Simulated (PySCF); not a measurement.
Cost of one run: shielding job, `C=CP1CC=C(OC)C1`.

Method: GIAO PBE0/pcSseg-1 NMR shielding, non-relativistic, gas phase (PySCF 2.14.0, density-fitted response routines). Geometry: GFN2-xTB. Work: shieldings, ring-centre shieldings, charges and field gradients, density fitting. The input is one job of a driver script: a line of settings, then coordinates in Å.

Input:
```
{"job": {"kind": "nmr", "xc": "PBE0", "basis": "pcSseg-1"}, "charge": 0, "multiplicity": 1}
C     -3.239983    -0.888145     0.888694
C     -2.021064    -0.586562     0.474484
P     -1.637571    -0.232979    -1.277427
C     -0.142245    -1.356446    -1.393935
C      0.990083    -0.632108    -0.733151
C      0.795624     0.663021    -0.509552
O      1.633558     1.574778     0.053914
C      2.901109     1.114609     0.452864
C     -0.524959     1.232323    -0.949133
H     -4.070427    -0.933564     0.202988
H     -3.462372    -1.101183     1.923235
H     -1.188118    -0.539777     1.168370
H     -0.358521    -2.318384    -0.921410
H      0.077788    -1.552000    -2.449341
H      1.891457    -1.175437    -0.502688
H      3.413441     1.973480     0.882586
H      3.471429     0.735190    -0.400951
H      2.816338     0.324546     1.206214
H     -0.396904     1.814835    -1.866253
H     -0.953810     1.894479    -0.194556
```

Hardware: one thread of an Arm Neoverse V1, shared host.

How large is the basis?

215 functions for 76 electrons, with 1133 fitting functions; the fitted three-index integrals, 1133 × 215 × 216/2 numbers of 8 bytes, come to 200 MiB.

Estimate the wall time.

About 45 s. The SCF took 14 cycles.

The SCF part of the output:
```
coarse grid: 17136 points
cycle   1  E = -689.1559712652  dE =  1.260e+00  |g| = 5.691e-01  |ddm| = 4.120e+00
cycle   2  E = -689.1289495090  dE =  2.702e-02  |g| = 6.959e-01  |ddm| = 1.094e+00
cycle   3  E = -689.2252311597  dE = -9.628e-02  |g| = 9.412e-02  |ddm| = 6.429e-01
cycle   4  E = -689.2265836968  dE = -1.353e-03  |g| = 3.967e-02  |ddm| = 9.513e-02
cycle   5  E = -689.2269036574  dE = -3.200e-04  |g| = 1.235e-02  |ddm| = 4.347e-02
cycle   6  E = -689.2269372804  dE = -3.362e-05  |g| = 4.760e-03  |ddm| = 1.684e-02
cycle   7  E = -689.2269430199  dE = -5.740e-06  |g| = 9.997e-04  |ddm| = 5.467e-03
final grid: 160688 points
cycle   8  E = -689.2936430912  dE = -4.782e-05  |g| = 1.261e-02  |ddm| = 4.561e-02
cycle   9  E = -689.2936125393  dE =  3.055e-05  |g| = 1.792e-02  |ddm| = 2.286e-02
cycle  10  E = -689.2936760722  dE = -6.353e-05  |g| = 2.320e-03  |ddm| = 1.470e-02
cycle  11  E = -689.2936772643  dE = -1.192e-06  |g| = 3.616e-04  |ddm| = 2.469e-03
cycle  12  E = -689.2936772879  dE = -2.368e-08  |g| = 1.996e-04  |ddm| = 5.346e-04
cycle  13  E = -689.2936772976  dE = -9.627e-09  |g| = 3.441e-05  |ddm| = 2.023e-04
cycle  14  E = -689.2936772979  dE = -3.017e-10  |g| = 8.126e-06  |ddm| = 5.848e-05
converged SCF energy = -689.2936772979
```

On the final grid dE counts from the start density on that grid.

The host was shared with other jobs, so the times are rough.
